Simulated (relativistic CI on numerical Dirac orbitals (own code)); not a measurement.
## V²⁺ in a cubic cluster: 3p photoemission with charge transfer

Computed with a charge-transfer multiplet model of a cubic metal-ligand cluster with up to one ligand hole, Slater and spin-orbit integrals from Dirac-Coulomb-Breit ions, Slater integrals scaled by 0.8. The ground state mixes d3 with configurations of k ligand holes L, whose averages lie at kΔ + k(k − 1)U_dd/2; a core hole lowers each added d electron by U_cd. 300 K, Lorentzian 0.9 eV and Gaussian 0.8 eV FWHM.

Atomic integrals in eV (Slater integrals scaled, ζ unscaled), ground: F2dd 7.134, F4dd 4.434, zeta_d 0.019; with the core hole: F2dd 8.133, F4dd 5.098, zeta_d 0.024, zeta_core 0.548, F2cd 8.821, G1cd 10.976, G3cd 6.677.

Cluster parameters (eV): U_dd = 4.8, U_cd = 6.1, 10Dq = 0.2, 10Dq(ligand) = 0.4, V(eg) = 2.1, V(t2g) = -1.01, final-state hopping factor = 1.

```json
{"Case": "Δ = 5.6 eV", "n_d": "3.25", "d3": "0.75", "d4L": "0.25", "S": "1.50"}
{"Case": "Δ = 6.6 eV", "n_d": "3.21", "d3": "0.79", "d4L": "0.21", "S": "1.50"}
{"Case": "Δ = 7.6 eV", "n_d": "3.19", "d3": "0.81", "d4L": "0.19", "S": "1.50"}
```

Weights, n_d and S are thermal averages at 300 K. Binding energies count from the first peak over 30 % of the highest in each spectrum, which can be another peak from case to case. The parameters are a model scan and need not match a compound or its usual spin state. Peaks in eV (height, largest 100):
- Δ = 5.6 eV: 0.0 (100), 2.1 (60), 4.7 (31), 9.5 (19), 11.6 (16), 15.0 (13), 17.8 (16)
- Δ = 6.6 eV: 0.0 (100), 4.7 (30), 9.5 (17), 11.8 (14), 15.2 (14), 17.9 (15)
- Δ = 7.6 eV: 0.0 (100), 3.7 (35), 9.6 (16), 12.0 (12), 15.4 (15), 18.1 (13)

For the case Δ = 6.6 eV, Δ = 6.6 eV is larger than U_dd = 4.8 eV, the Mott-Hubbard side of the Zaanen-Sawatzky-Allen scheme. With the core hole the configuration with one ligand hole lies at Δ − U_cd = -0.5, 0.5, 1.5 eV from the one without, in the order of the table; where this is negative the screened configuration lies lower, though the effective hopping of about 4.5 eV (from the holes of the mixed ground state) mixes the two strongly wherever it is as large as the gap.

With at most 1 ligand hole the space is cut while the next configuration still counts, so covalency is underestimated, and a final configuration with one more ligand hole, which can lie low, is missing from the spectra.
